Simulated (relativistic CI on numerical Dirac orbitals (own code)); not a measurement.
Forbidden transitions in Mo²⁵⁺

Computed by Dirac-Coulomb-Breit CI, KLI orbitals optimised for each configuration, a model potential for QED, unscaled Slater integrals (own radial code, finite nucleus).

CI space (outside the closed core [Ne]): 3s2 3p5, 3s 3p6, 3s2 3p4 3d, 3s 3p5 3d, 3p6 3d, 3s 3p4 3d2, 3s2 3p3 3d 4p, 3p6 4s, 3s2 3p4 4s, 3s 3p4 3d 4s, 3p6 4p, 3s2 3p4 4p, 3s2 3p4 4d, 3s 3p5 4s, 3p5 3d 4p, 3s2 3p4 4f, 3s 3p5 4p, 3s 3p5 4d, 3s 3p5 4f, 3s2 3p4 5s, 3s2 3p4 5p, 3s2 3p4 5d, 3s2 3p3 4s 4p, 3s2 3p4 5f, 3s2 3p4 5g, 3s 3p4 4s2, 3s 3p5 5s, 3s 3p5 5p, 3s2 3p3 3d2, 3s2 3p2 3d3, 3s 3p3 3d3, 3s2 3p2 3d2 4s, 3s2 3p2 3d2 4p, 3s2 3p2 3d2 4d, 3p5 3d2, 3p4 3d3, 3p4 3d2 4s, 3p4 3d2 4p, 3p4 3d2 4d, 3s2 3p3 3d 4s, 3s 3p3 3d2 4s, 3s2 3p2 3d 4s2, 3s2 3p2 3d 4s 4p, 3s2 3p2 3d 4s 4d, 3p5 3d 4s, 3p4 3d 4s2, 3p4 3d 4s 4p, 3p4 3d 4s 4d, 3s2 3p3 4s2, 3s 3p3 3d 4s2, 3s2 3p2 4s2 4p, 3s2 3p2 4s2 4d, 3s2 3p3 4p2, 3s2 3p2 3d 4p2, 3s 3p3 3d 4p2, 3s2 3p2 4s 4p2, 3s2 3p2 4p3, 3s2 3p2 4p2 4d. Double excitations out of closed p, d and f shells are left out; levels of such configurations are missing from the list, as are those of other unlisted configurations, and high levels can miss mixing partners. These lack a partner that the ground configuration has and come out too high: 3s2 3p4 4f, 3s 3p5 4p, 3s 3p5 4d, 3s 3p5 4f, 3s2 3p4 5s.

| λ vac (Å) | Lower | Upper | Type | A (s⁻¹) | E lower (cm⁻¹) | E upper (cm⁻¹) |
| --- | --- | --- | --- | --- | --- | --- |
| 291.56 | 3s2 3p4 3d 4D_5/2 [5] | 3s2 3p4 3d 2F_7/2 [24] | M1 | 3.00e+03 | 889398 | 1232383 |
| 309.92 | 3s2 3p4 3d 4D_7/2 [7] | 3s2 3p4 3d 2F_7/2 [24] | M1 | 1.66e+04 | 909719 | 1232383 |
| 359.83 | 3s2 3p4 3d 4F_9/2 [8] | 3s2 3p4 3d 2F_7/2 [24] | M1 | 5.35e+04 | 954473 | 1232383 |
| 361.57 | 3s2 3p4 3d 2F_7/2 [9] | 3s2 3p4 3d 2F_7/2 [24] | M1 | 9.60e+03 | 955809 | 1232383 |
| 394.29 | 3s2 3p4 3d 4D_7/2 [7] | 3s2 3p4 3d 2G_9/2 [22] | M1 | 8.37e+03 | 909719 | 1163340 |
| 409.92 | 3s2 3p4 3d 4D_5/2 [5] | 3s2 3p4 3d 2G_7/2 [18] | M1 | 1.03e+04 | 889398 | 1133346 |
| 441.57 | 3s2 3p3 3d2 6F°_11/2 [50] | 3s2 3p3 3d2 4H°_13/2 [91] | M1 | 1.08e+04 | 1866784 | 2093250 |
| 447.17 | 3s2 3p4 3d 4D_7/2 [7] | 3s2 3p4 3d 2G_7/2 [18] | M1 | 3.03e+04 | 909719 | 1133346 |
| 478.77 | 3s2 3p4 3d 4F_9/2 [8] | 3s2 3p4 3d 2G_9/2 [22] | M1 | 5.27e+04 | 954473 | 1163340 |
| 481.86 | 3s2 3p4 3d 2F_7/2 [9] | 3s2 3p4 3d 2G_9/2 [22] | M1 | 3.94e+03 | 955809 | 1163340 |
| 490.32 | 3s2 3p4 3d 4D_7/2 [7] | 3s2 3p4 3d 4F_7/2 [17] | M1 | 1.13e+04 | 909719 | 1113668 |
| 535.16 | 3s2 3p5 2P°_3/2 [1] | 3s2 3p5 2P°_1/2 [2] | M1 | 1.17e+05 | 0 | 186859 |
| 551.34 | 3s2 3p3 3d2 4G°_11/2 [70] | 3s2 3p3 3d2 2I°_13/2 [108] | M1 | 8.01e+03 | 1996317 | 2177694 |
| 559.06 | 3s2 3p4 3d 4F_9/2 [8] | 3s2 3p4 3d 2G_7/2 [18] | M1 | 2.85e+03 | 954473 | 1133346 |
| 563.26 | 3s2 3p4 3d 2F_7/2 [9] | 3s2 3p4 3d 2G_7/2 [18] | M1 | 1.81e+04 | 955809 | 1133346 |
| 566.26 | 3s2 3p4 3d 2F_5/2 [15] | 3s2 3p4 3d 2F_7/2 [24] | M1 | 7.09e+03 | 1055785 | 1232383 |
| 628.16 | 3s2 3p4 3d 4F_9/2 [8] | 3s2 3p4 3d 4F_7/2 [17] | M1 | 4.06e+04 | 954473 | 1113668 |
| 633.48 | 3s2 3p4 3d 2F_7/2 [9] | 3s2 3p4 3d 4F_7/2 [17] | M1 | 1.98e+04 | 955809 | 1113668 |
| 1012.3 | 3s2 3p4 3d 2D_5/2 [19] | 3s2 3p4 3d 2F_7/2 [24] | M1 | 4.23e+03 | 1133603 | 1232383 |
| 1394.7 | 3s2 3p4 3d 4F_5/2 [13] | 3s2 3p4 3d 4F_7/2 [17] | M1 | 6.40e+03 | 1041969 | 1113668 |

Terms are leading LS components. Brackets give the number of a level in order of energy, since labels repeat. The list gives strong lines, with weight on those to low levels, among the lowest 400 of 10102 levels, so that lines to higher ones, which can be the strongest, are missing. Levels whose partners in the same complex of configurations lie outside the list can be far off, and so can their lines. Rates are taken at the computed energies, electric ones in the length gauge.

At this charge energies of transitions that change n are usually good to better than 1 %, and those within a shell (Δn = 0) to a few per cent.

LS names give the leading component of a level, which can be under half, so a name can repeat, a term be missing and a line seem to break the LS rules.
